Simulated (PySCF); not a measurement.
## Arsenic: a sound run and one with changed settings

Sound run: As [Ar] 3d10 4s2 4p3, As⁺ [Ar] 3d10 4s2 4p2. Computed with PySCF 2.14 in 6-31G* (5s4p3d, 32 functions), with the non-relativistic Hamiltonian (point nucleus). In the sound run the correlated levels freeze [Ar] 3d10. The sound run starts from symmetry-adapted Hartree-Fock orbitals and uses a fine grid where one is needed.

Changed run: a valence shell is frozen. This setting is unsound on purpose.

```tsv
species	method	sound run (hartree)	changed run (hartree)	converged
As	MP2	-2233.95572	-2233.91413	yes
As	CCSD(T)	-2233.97109	-2233.91813	yes
As⁺	MP2	-2233.59668	-2233.55880	yes
As⁺	CCSD(T)	-2233.61398	-2233.56054	yes
```

Ionisation energy of As:

| method | sound run (eV) | changed run (eV) |
| --- | --- | --- |
| UHF | 9.460 | 9.460 |
| MP2 | 9.770 | 9.669 |
| SCS-MP2 | 9.657 | 9.530 |
| CCSD | 9.714 | 9.730 |
| CCSD(T) | 9.718 | 9.730 |

Freezing a valence shell removes pair correlation that changes on ionisation.

For comparison, NIST gives 9.789 eV between the lowest levels.
